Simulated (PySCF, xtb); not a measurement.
H4InP, SMILES [PH2][InH2].

Harmonic wavenumbers (cm⁻¹) from xtb 6.7.1 with GFN2-xTB at its own minimum, in rising order: 18, 221, 299, 368, 591, 608, 663, 1116, 1316, 1434, 2147, 2197.

What does B3LYP-D3(BJ)/def2-TZVP (PySCF) give at its own minimum? (Estimate from the structure and the level; the computed values follow.)

181, 293, 307, 425, 578, 595, 641, 1104, 1776, 1783, 2381, 2393. Paired by order, the mean absolute difference is 133 cm⁻¹ and the zero-point energies are 15.7 and 17.8 kcal/mol.
